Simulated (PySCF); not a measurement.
# Bonding in `FC(F)(F)CC[c+]1cc1`

Species: C6H6F3 (charge +1).
Numbering: `[F:1][C:2]([F:3])([F:4])[CH2:5][CH2:6][c+:7]1[cH:8][cH:9]1` (hydrogens: H10, H11 on C5; H12, H13 on C6; H14 on C8; H15 on C9)

Cartesian coordinates in Å at the GFN2-xTB level; atoms count from 1:
```
atom  x, y, z in Å
F1     2.5912    0.7377    2.0287
C2     2.1296    0.3689    0.8444
F3     2.6470   -0.8303    0.5475
F4     2.5907    1.2270   -0.0733
C5     0.6003    0.3197    0.8199
C6     0.1335   -0.1619   -0.5576
C7    -1.2817   -0.2894   -0.7038
C8    -2.4017   -0.6020   -1.4737
C9    -2.5725   -0.1983   -0.1822
H10    0.2800   -0.3586    1.6129
H11    0.2370    1.3256    1.0391
H12    0.5074    0.5067   -1.3505
H13    0.5918   -1.1352   -0.8024
H14   -2.8255   -0.9238   -2.4015
H15   -3.2317    0.0219    0.6307
```

Bond orders from the PBE0/pcSseg-1 density (PySCF). One conformer (not necessarily the lowest) at the GFN2-xTB geometry, without solvent, vibrations or thermal averaging.

Task: Where do the orders between heavy atoms depart from those drawn in the SMILES?

Result: The largest departure is 0.368, at C9–C7 (drawn aromatic, 1.132), counting aromatic bonds as 1.5. The bonds drawn aromatic range from 1.13 to 1.31.

Task: Set the Mayer orders of the bonds between heavy atoms beside their lengths.

Result: 
| bond | drawn as | length (Å) | Mayer order |
| --- | --- | --- | --- |
| F1–C2 | single | 1.324 | 1.042 |
| C2–F3 | single | 1.339 | 0.987 |
| C2–F4 | single | 1.338 | 0.990 |
| C2–C5 | single | 1.530 | 1.034 |
| C5–C6 | single | 1.532 | 0.988 |
| C6–C7 | single | 1.428 | 1.113 |
| C7–C8 | aromatic | 1.395 | 1.148 |
| C8–C9 | aromatic | 1.364 | 1.309 |
| C9–C7 | aromatic | 1.395 | 1.132 |

Bonds between the same two heavy elements. C–F: lowest C2–F3 and C2–F4 (0.987, 1.339 Å), highest F1–C2 (1.042, 1.324 Å). C–C: lowest C5–C6 (0.988, 1.532 Å), highest C8–C9 (1.309, 1.364 Å). Bonds named together lie within 0.004.

Task: And the bonds to hydrogen?

Result: C–H: 0.87 to 1.03 (6 bonds).

Task: Sum the orders of all bonds at each heavy atom with more than one neighbour and set the sums beside the valence in the SMILES.

Result: C2 4.053 (drawn 4), C5 3.881 (drawn 4), C6 3.834 (drawn 4), C7 3.393 (drawn 3), C8 3.485 (drawn 4), C9 3.462 (drawn 4). Orders between atoms that aren't bonded are not in these sums.

Mayer orders depend on the basis set.

The run behind these numbers computed NMR shieldings as well. Time: 19 s. Hardware: one thread, x86-64 server, no GPU, shared host.
